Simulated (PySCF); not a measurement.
Be⁺ (beryllium, charge +1) across methods

[He] 2s1, 2S determinant. All numbers are calculated (PySCF 2.14, no relativity, point nucleus, in aug-cc-pV5Z).

| method | E (hartree) | mean ε 1s α (eV) | mean ε 1s β (eV) | mean ε 2s α (eV) | Σ⟨r²⟩ (bohr²) | ⟨S²⟩ |
| --- | --- | --- | --- | --- | --- | --- |
| r2SCAN | -14.3258 | -120.10 | -119.69 | -14.602 | 6.471 | 0.750 |
| B97-3 | -14.3339 | -124.20 | -123.70 | -15.459 | 6.412 | 0.750 |
| PBE | -14.2991 | -117.79 | -117.28 | -14.470 | 6.448 | 0.750 |
| LC-wPBE | -14.3092 | -123.74 | -123.29 | -18.161 | 6.423 | 0.750 |
| LDA | -14.1154 | -116.46 | -115.96 | -14.299 | 6.522 | 0.750 |
| UHF | -14.27744 | -140.38 | -139.26 | -18.129 | 6.556 | 0.750 |
| HSE06 | -14.3094 | -123.20 | -122.56 | -15.074 | 6.453 | 0.750 |
| PBE0 | -14.3068 | -123.61 | -122.96 | -15.480 | 6.453 | 0.750 |
